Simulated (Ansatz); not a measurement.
SZn, SMILES [S]=[Zn].

The structure is a stationary point at PBE0-D3(BJ)/def2-TZVP.

Two levels are set side by side: PBE/def2-TZVPD (Ansatz, a quantum-chemistry and plane-wave program) and PBE0/def2-TZVPD (Ansatz). Energy differences of separate SCF runs at the same geometry; the states with an electron removed or added have multiplicity 2 and 2. Differences are taken from unrounded values.

| quantity | PBE0 |
|---|---|
| vertical ionisation energy (eV) | 8.53 |
| vertical electron affinity (eV) | 2.32 |
| vertical singlet–triplet gap (eV) | 0.41 |

Problem. What does PBE give, and how far is it from PBE0? (The exact figures need the calculation; the answer reports its results.)

Solution. 
```json
[
 {"quantity": "vertical ionisation energy (eV)", "PBE": "8.76", "PBE minus PBE0": "0.23"},
 {"quantity": "vertical electron affinity (eV)", "PBE": "2.24", "PBE minus PBE0": "-0.08"},
 {"quantity": "vertical singlet–triplet gap (eV)", "PBE": "0.64", "PBE minus PBE0": "0.23"}
]
```
